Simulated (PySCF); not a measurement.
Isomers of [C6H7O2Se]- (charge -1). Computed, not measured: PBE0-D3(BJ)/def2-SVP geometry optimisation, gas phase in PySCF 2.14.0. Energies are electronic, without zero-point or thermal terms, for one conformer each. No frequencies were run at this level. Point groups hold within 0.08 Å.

Task: Order them by energy at this level, lowest first, and give relative energies in kcal/mol.
A. `[CH3:1][Se:2][C:3](/[CH:4]=[CH:5]/[O-:6])=[CH:7]/[CH:8]=[O:9]` (charge -1) with C1–Se2–C3–C4 50°, Se2–C3–C4–C5 19°, C3–C7–C8–O9 -178°
B. `[CH3:1][Se:2][C:3](=[O:4])/[CH:5]=[CH:6]\[CH:7]=[CH:8]\[O-:9]` (charge -1) with C1–Se2–C3–O4 0°, Se2–C3–C5–C6 180°, C5–C6–C7–C8 180°

Result: B (0.0), A (16.7).

| SMILES | E (Eh) | E rel (kcal/mol) | dipole about centre of mass (D) | point group | A, B, C (MHz) |
| --- | --- | --- | --- | --- | --- |
| C[Se]C(=O)/C=C\C=C\[O-] | -2783.61315 | 0.0 | 8.66 | Cs | 4295, 375.0, 345.6 |
| C[Se]C(/C=C/[O-])=C/C=O | -2783.58654 | 16.7 | 7.28 | C1 | 1209, 780.1, 503.5 |
